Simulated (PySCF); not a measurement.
All values below come from PBE0-D4/def2-TZVP run with PySCF. Gas-phase values, no solvent. One relaxed conformer stands for a flexible species; it need not be the lowest. Excitations are Tamm–Dancoff values on a coarser integration grid. The basis has no diffuse functions, so Rydberg states are missing or too high.

Reference species (SMILES): `BC(=C)C` (neutral, multiplicity 1).

```yaml
S1 oscillator strength: 0.001
HOMO: -7.93 eV
S1–T1 gap (TDA): 1.94 eV
brightest of the four lowest singlets (TDA): 5.73 eV
```

After one change: the S1 oscillator strength hardly moves; the HOMO stays essentially unchanged; the S1–T1 gap (TDA) falls by 0.17 eV; the brightest of the four lowest singlets (TDA) goes up by 0.06 eV.

### Question
Name the change that produced these shifts. The new species is one of these.
A) `B/C=C\C`
B) `BCC=C`
C) `B/C=C/C`

### Answer
A, `B/C=C\C`
